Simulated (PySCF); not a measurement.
Compound: C8H7F2O (charge +1).
Atom-mapped SMILES: `[CH2+:1][c:2]1[cH:3][cH:4][cH:5][c:6]([O:7][CH:8]([F:9])[F:10])[cH:11]1` (hydrogens: H12, H13 on C1; H14 on C3; H15 on C4; H16 on C5; H17 on C8; H18 on C11)

Computed geometry: GFN2-xTB, gas phase.

Give the optimised bond lengths and angles.

| bond | length (Å) |
| --- | --- |
| C1–C2 | 1.366 |
| C2–C3 | 1.439 |
| C3–C4 | 1.370 |
| C4–C5 | 1.399 |
| C5–C6 | 1.411 |
| C6–O7 | 1.347 |
| O7–C8 | 1.383 |
| C8–F9 | 1.346 |
| C8–F10 | 1.321 |
| C6–C11 | 1.384 |
| C2–C11 | 1.430 |
| C1–H12, C1–H13 | 1.081 |
| C3–H14 | 1.079 |
| C4–H15 | 1.080 |
| C5–H16 | 1.081 |
| C8–H17 | 1.107 |
| C11–H18 | 1.080 |

Bonds in one row agree within 0.01 Å and their mean is given. A selection of angles:
| angle | degrees |
| --- | --- |
| C2–C1–H12 | 121.5 |
| H12–C1–H13 | 117.0 |
| C1–C2–C3 | 120.8 |
| C1–C2–C11 | 120.6 |
| C3–C2–C11 | 118.7 |
| C2–C3–C4 | 119.7 |
| C2–C3–H14 | 119.2 |
| C4–C3–H14 | 121.1 |
| C3–C4–C5 | 120.9 |
| C3–C4–H15 | 120.4 |
| C5–C4–H15 | 118.7 |
| C4–C5–C6 | 121.0 |
| C4–C5–H16 | 118.5 |
| C6–C5–H16 | 120.6 |
| C5–C6–O7 | 125.0 |
| C5–C6–C11 | 119.1 |
| O7–C6–C11 | 115.9 |
| C6–O7–C8 | 122.7 |
| O7–C8–F9 | 110.6 |
| O7–C8–F10 | 106.2 |
| O7–C8–H17 | 113.8 |
| F9–C8–F10 | 108.1 |
| F9–C8–H17 | 108.5 |
| C6–C11–H18 | 118.9 |
| C2–C11–C6 | 120.7 |
| C2–C11–H18 | 120.4 |

Torsions: C5–C6–O7–C8 0° (synperiplanar); C6–O7–C8–F9 55° (synclinal). The mirror-image conformer, all signs reversed, is as good.

The C–C distances run from 1.366 Å (C1–C2, drawn single) to 1.439 Å (C2–C3, aromatic), a spread of 0.073 Å. Of the pairs four or more bonds apart, F9···H16 is among the closest relative to their van der Waals radii: 2.36 Å, 88 % of the sum of Bondi's values. C2 (substituted aromatic carbon) is planar (angles 120.8°, 120.6° and 118.7°, sum 360.0°, 0.00 Å off the plane of its three neighbours). The 2 C–F bonds span 1.321 Å (C8–F10, drawn single) to 1.346 Å (C8–F9, drawn single), a spread of 0.025 Å. C11 (aromatic CH carbon) is planar (angles 120.7°, 120.4° and 118.9°, sum 360.0°, 0.00 Å off the plane of its three neighbours). C6 (aromatic carbon bearing oxygen) is planar (angles 125.0°, 119.1° and 115.9°, sum 360.0°, 0.00 Å off the plane of its three neighbours). C1 (carbon bonded to C and 2 H) is planar (angles 121.6°, 121.5° and 117.0°, sum 360.0°, 0.00 Å off the plane of its three neighbours).

Point group: C1 (no symmetry element, even within 0.4 Å). Whether it is a minimum is left open (no frequencies).
